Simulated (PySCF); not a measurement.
**UHF on S⁺ (sulfur, charge +1)**

Configuration: [Ne] 3s2 3p3, high-spin 4S determinant. Computed with PySCF 2.14 in aug-cc-pV(Q+d)Z (7s6p5d3f2g, 89 functions), with the non-relativistic Hamiltonian (point nucleus).

* Total energy: -397.173215 hartree
* One-electron energy: -542.9324 hartree
* Hartree (Coulomb) energy: 170.5504 hartree
* Exchange energy: -24.7912 hartree
* Kinetic energy: 397.15264 hartree
* ⟨S²⟩: 3.7509
* ⟨L²⟩: 0.000
* Sum of ⟨r⟩: 12.75 bohr
* Sum of ⟨r²⟩: 20.74 bohr²
* Density at the nucleus (Gaussians lack the cusp): 2640 bohr⁻³
* Spin density at the nucleus: 0.0959 bohr⁻³
* Langevin diamagnetic susceptibility: -16.4 ×10⁻⁶ cm³/mol

```
shell  electrons  mean orbital energy (eV)  rms radius, mean of both spins (bohr)
 1s α          1                   -2515.7                                  0.113
 1s β          1                   -2514.8                                  0.113
 2s α          1                   -256.98                                  0.518
 2s β          1                   -256.10                                  0.518
 2p α          3                   -194.09                                  0.492
 2p β          3                   -192.52                                  0.492
 3s α          1                   -38.434                                   1.79
 3s β          1                   -29.058                                   1.79
 3p α          3                   -23.466                                   2.03
```

Spin-orbit constants ζ (cm⁻¹) from the X2C one-electron operator on these orbitals (non-relativistic here): bare nucleus, nucleus screened by l(l+1)(2l+1)/3 electrons, and screened by the Breit-Pauli mean field of the electrons.

```json
{"shell": "2p", "bare": "7382", "screened nucleus": "6459", "mean field": "6038"}
{"shell": "3p", "bare": "531.6", "screened nucleus": "465.2", "mean field": "428.7"}
```
